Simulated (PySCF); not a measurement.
Badger's rule along the second period: bonds to Te

r²SCAN in PySCF with def2-SVPD on every atom (core potentials on Te), for the lowest determinant that a PBE0 search found; no spin–orbit coupling. Badger's rule says that Re = d + c·k^(−1/3) for bonds between atoms of fixed rows.

```tsv
molecule	state (unpaired electrons)	Re (Å)	k (mdyn/Å)
TeO	triplet (π ↑↑)	1.864	5.21
TeC	singlet (closed shell)	1.903	?
BTe	doublet (σ ↑)	1.962	?
LiTe	doublet (π ↑)	2.503	0.786
```

**Question.** Fix c and d from TeO and LiTe.

**Answer.** c = (2.503 − 1.864)/(0.786^(−1/3) − 5.21^(−1/3)) = 1.261, d = 1.864 − c·5.21^(−1/3) = 1.137 Å.

**Question.** Predict k of the others and set the computed values beside them.

**Answer.** 

| molecule | k by the rule | k computed | difference (%) |
| --- | --- | --- | --- |
| TeC | 4.45 | 4.93 | -10 |
| BTe | 3.57 | 4.10 | -13 |

The rule misses by 12 % on average; it knows nothing of spin state or of how ionic a bond is, and both change along this series.

Spin–orbit coupling is left out. States were picked by a PBE0 search and need not be the measured ground states.
